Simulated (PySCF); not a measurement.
Isomers C8H10NP:

A. `Cc1cncpc1C1CC1`
B. SMILES C=P1(c2ccncc2)CC1
C. SMILES C=C(C)Pc1ccccn1

Spectrum 1. ¹H NMR (500 MHz, computed): δ 8.83 (m, 1H), 7.76 (m, 1H), 7.60 (m, 1H), 7.18 (m, 1H), 5.64 (m, 1H), 5.61 (m, 1H), 4.78 (m, 1H), 2.74 (m, 3H). ¹³C{¹H} NMR (computed): δ 173.6 (C), 155.0 (C), 154.8 (CH), 141.3 (CH), 130.1 (CH), 125.6 (CH2), 125.6 (CH), 27.1 (CH3).

Spectrum 2. ¹H NMR (500 MHz, computed): δ 8.94 (m, 2H), 7.49 (m, 2H), 1.62 (m, 2H), 1.40 (m, 2H), 1.19 (m, 2H). ¹³C{¹H} NMR (computed): δ 156.7 (C), 156.1 (CH), 129.7 (CH), 16.9 (CH2), 7.4 (CH2).

Spectrum 3. ¹H NMR (500 MHz, computed): δ 10.46 (m, 1H), 8.85 (m, 1H), 2.56 (s, 3H), 2.19 (m, 1H), 1.55 (m, 2H), 1.16 (m, 2H). ¹³C{¹H} NMR (computed): δ 200.3 (C), 188.7 (CH), 153.7 (CH), 133.3 (C), 24.5 (CH2), 22.1 (CH3), 20.1 (CH).

PySCF calculation with structure optimised with GFN2-xTB and shieldings: GIAO PBE0/pcSseg-1; a single conformation, no solvent model, averaged over atoms made equivalent by symmetry, fast rotation or ring inversion, relativity neglected.

δ = σ(ref) − σ, references computed at the same level: ¹H, ¹³C against TMS. Splittings of carbon signals by F and P are missing where no couplings were computed. Where no couplings were computed, multiplicities follow the n + 1 count of equivalent neighbours, and m marks all less simple cases (inequivalent or close neighbours, rings, F or P nearby). Shifts are as computed. Against solution values, carbons near 30 ppm lie about +3 ppm off and those near 130 ppm about +5 ppm. Of 1211 compounds with measured shifts, 218 miss one by over three times the rms of a fit or turn the order of signals round; such compounds aren't used in these exercises.

Which spectrum belongs to which compound?

Answers

1–C, 2–B, 3–A.

- Spectrum 1 (C): 8 ¹³C signals; δC 155.0 is a fully substituted alkene carbon; δC 154.8 is an aromatic CH next to a ring nitrogen.
- Spectrum 2 (B): 5 ¹³C signals; δC 156.1 is an aromatic CH next to a ring nitrogen; δC 129.7 is an aromatic CH.
- Spectrum 3 (A): 7 ¹³C signals; δC 188.7 is an aromatic CH next to a ring nitrogen; δC 153.7 is an aromatic CH next to a ring nitrogen.
